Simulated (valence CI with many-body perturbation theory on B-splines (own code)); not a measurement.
Level structure of O II

Level of theory: relativistic CI+MBPT: five valence electrons over a frozen Dirac-Fock core [He], a basis of 9 s, 9 p, 8 d, 6 f, 3 g, 1 h functions for each j, with the one-electron correlation potential Σ1, the two-electron term Σ2, the three-electron term Σ3, Breit, model QED; selected CI, second order for the rest, scaled by the run's own slope (own B-spline code, finite nucleus).

Set against measurement, 59 paired levels are off by 111 cm⁻¹ on average, the worst by 352. These come from a selection out of the NIST Handbook of Basic Atomic Spectroscopic Data. Levels without a partner in it may be off by more. Among the levels kept, up to 1700 cm⁻¹ of a level comes from second order outside the variational space, and about a tenth of that is noise between levels of different J, which matters for small intervals.

Levels 1 to 45 of 62, with energies above the lowest level, 2s2 2p3 4S°_3/2. "Leading %" is the weight of the configuration and term that name the level; weights of strongly mixed levels are sums over their largest components and can fall short. In the jj column 3d3/2^4 stands for four electrons in 3d with j = 3/2. Lifetimes count E1, E2, E3, M1 and M2 decay at the calculated energies, and are blank where another channel may lead or the interval is too uncertain; long ones can be off by a factor of two.

```
No.  Configuration  Term    J  E (cm⁻¹)  Leading %                     Leading jj  Lifetime
  1        2s2 2p3   4S°  3/2       0.0         97      2s^2 2p1/2 2p3/2^2 (54 %)          
  2        2s2 2p3   2D°  5/2     26989         97      2s^2 2p1/2 2p3/2^2 (97 %)   21500 s
  3        2s2 2p3   2D°  3/2     27012         97      2s^2 2p1/2 2p3/2^2 (43 %)    6330 s
  4        2s2 2p3   2P°  1/2     40701         95      2s^2 2p1/2 2p3/2^2 (95 %)    5.56 s
  5        2s2 2p3   2P°  3/2     40702         95            2s^2 2p3/2^3 (49 %)    4.37 s
  6         2s 2p4    4P  5/2    119885         96      2s 2p1/2^2 2p3/2^2 (64 %)   1.16 ns
  7         2s 2p4    4P  3/2    120045         96        2s 2p1/2 2p3/2^3 (85 %)   1.16 ns
  8         2s 2p4    4P  1/2    120120         96              2s 2p3/2^4 (42 %)   1.16 ns
  9         2s 2p4    2D  5/2    166216         93        2s 2p1/2 2p3/2^3 (62 %)    442 ps
 10         2s 2p4    2D  3/2    166225         93        2s 2p1/2 2p3/2^3 (62 %)    440 ps
 11     2s2 2p2 3s    4P  1/2    185100         93         2s^2 2p1/2^2 3s (43 %)   1.02 ns
 12     2s2 2p2 3s    4P  3/2    185224         93     2s^2 2p1/2 2p3/2 3s (84 %)   1.03 ns
 13     2s2 2p2 3s    4P  5/2    185378         93         2s^2 2p3/2^2 3s (62 %)   1.02 ns
 14     2s2 2p2 3s    2P  1/2    188784         90     2s^2 2p1/2 2p3/2 3s (61 %)    259 ps
 15     2s2 2p2 3s    2P  3/2    188975         90         2s^2 2p3/2^2 3s (50 %)    258 ps
 16         2s 2p4    2S  1/2    196063         90      2s 2p1/2^2 2p3/2^2 (60 %)    191 ps
 17     2s2 2p2 3p   2S°  1/2    203821         93      2s^2 2p3/2^2 3p3/2 (33 %)   36.9 ns
 18     2s2 2p2 3p   4D°  1/2    206614         93      2s^2 2p1/2^2 3p1/2 (36 %)   11.6 ns
 19     2s2 2p2 3p   4D°  3/2    206675         93  2s^2 2p1/2 2p3/2 3p1/2 (55 %)   11.6 ns
 20     2s2 2p2 3p   4D°  5/2    206765         93  2s^2 2p1/2 2p3/2 3p3/2 (58 %)   11.6 ns
 21     2s2 2p2 3p   4D°  7/2    206882         93      2s^2 2p3/2^2 3p3/2 (62 %)   11.6 ns
 22     2s2 2p2 3s    2D  5/2    207027         93     2s^2 2p1/2 2p3/2 3s (61 %)    630 ps
 23     2s2 2p2 3s    2D  3/2    207033         93     2s^2 2p1/2 2p3/2 3s (61 %)    631 ps
 24     2s2 2p2 3p   4P°  1/2    208216         93  2s^2 2p1/2 2p3/2 3p1/2 (47 %)   7.23 ns
 25     2s2 2p2 3p   4P°  3/2    208271         93      2s^2 2p3/2^2 3p1/2 (27 %)   7.21 ns
 26     2s2 2p2 3p   4P°  5/2    208360         93  2s^2 2p1/2 2p3/2 3p3/2 (40 %)   7.21 ns
 27     2s2 2p2 3p   2D°  3/2    211448         93  2s^2 2p1/2 2p3/2 3p3/2 (49 %)   10.8 ns
 28     2s2 2p2 3p   2D°  5/2    211635         93      2s^2 2p3/2^2 3p3/2 (38 %)   10.8 ns
 29     2s2 2p2 3p   4S°  3/2    212024         90  2s^2 2p1/2 2p3/2 3p3/2 (32 %)   4.71 ns
 30         2s 2p4    2P  3/2    212934         79      2s 2p1/2^2 2p3/2^2 (44 %)    130 ps
 31         2s 2p4    2P  1/2    213084         79        2s 2p1/2 2p3/2^3 (52 %)    131 ps
 32     2s2 2p2 3p   2P°  1/2    214101         92  2s^2 2p1/2 2p3/2 3p3/2 (44 %)   7.59 ns
 33     2s2 2p2 3p   2P°  3/2    214169         92  2s^2 2p1/2 2p3/2 3p3/2 (30 %)   7.60 ns
 34     2s2 2p2 3p   2F°  5/2    228790         94  2s^2 2p1/2 2p3/2 3p1/2 (48 %)   9.45 ns
 35     2s2 2p2 3p   2F°  7/2    228806         94  2s^2 2p1/2 2p3/2 3p3/2 (62 %)   9.41 ns
 36     2s2 2p2 3p   2D°  5/2    230016         90  2s^2 2p1/2 2p3/2 3p3/2 (55 %)   6.88 ns
 37     2s2 2p2 3p   2D°  3/2    230042         90  2s^2 2p1/2 2p3/2 3p1/2 (28 %)   6.87 ns
 38     2s2 2p2 3s    2S  1/2    230813         84         2s^2 2p3/2^2 3s (57 %)    968 ps
 39     2s2 2p2 3d    4F  3/2    231262         93  2s^2 2p1/2 2p3/2 3d3/2 (38 %)   5.04 ns
 40     2s2 2p2 3d    4F  5/2    231313         93  2s^2 2p1/2 2p3/2 3d3/2 (52 %)   4.98 ns
 41     2s2 2p2 3d    4F  7/2    231374         93  2s^2 2p1/2 2p3/2 3d5/2 (56 %)   4.96 ns
 42     2s2 2p2 3d    4F  9/2    231452         93      2s^2 2p3/2^2 3d5/2 (62 %)   5.10 ns
 43     2s2 2p2 3d    4P  5/2    232394         81  2s^2 2p1/2 2p3/2 3d5/2 (49 %)    240 ps
 44     2s2 2p2 3d    4P  3/2    232470         72  2s^2 2p1/2 2p3/2 3d3/2 (33 %)    264 ps
 45     2s2 2p2 3d    4P  1/2    232515         69  2s^2 2p1/2 2p3/2 3d3/2 (57 %)    273 ps
```

Names give the largest LS component (configuration and term), which can be under half, so a name can repeat, a term be missing and a line seem to break the LS rules; names also repeat where a configuration has a term twice.

The ionisation energy to 2s2 2p2 3P_0 of the next ion comes out as 35.098 eV (NIST: 35.1211 eV (measured)). All 62 levels together are meant to be complete up to 242188 cm⁻¹.
